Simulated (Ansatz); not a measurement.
C₂H₃BCl₂O₂ (`CC(=O)OB(Cl)Cl`). The species carries charge 0 and has multiplicity 1.

```xyz
10

C     1.583   -0.475    0.252
C     0.271    0.128    0.618
O     0.053    0.890    1.503
O    -0.736   -0.362   -0.190
B    -1.821    0.310   -0.646
Cl   -3.156   -0.648   -1.237
Cl   -1.889    2.049   -0.745
H     1.505   -1.564    0.281
H     2.352   -0.130    0.938
H     1.839   -0.198   -0.773
```

(1) List the harmonic frequencies (cm⁻¹, unscaled) at PBE0-D4/def2-TZVP in Ansatz. (Estimate.)

(2) Is this a minimum?

(3) Give the ideal-gas thermochemistry at 298.15 K and 1 bar (rigid rotor, harmonic oscillator; point group C1, symmetry number 1).

(4) Rotational constants (cm⁻¹)?

Results:

(1) Ansatz gave: 41, 72, 120, 132, 235, 326, 386, 507, 553, 594, 666, 872, 996, 1018, 1066, 1216, 1310, 1395, 1457, 1465, 1888, 3072, 3142, 3194.

(2) Yes, all 24 modes are real.

(3) Zero-point energy 153.9 kJ/mol; H(298) − E = 177.3 kJ/mol; entropy 384.5 J/(mol·K), of which translation 170.6, rotation 122.1, vibration 91.8; G(298) − E = 62.6 kJ/mol. Modes under 100 cm⁻¹ are hindered rotations or soft bends, so the harmonic entropy is rough.

(4) 0.08764, 0.03843, 0.02931.
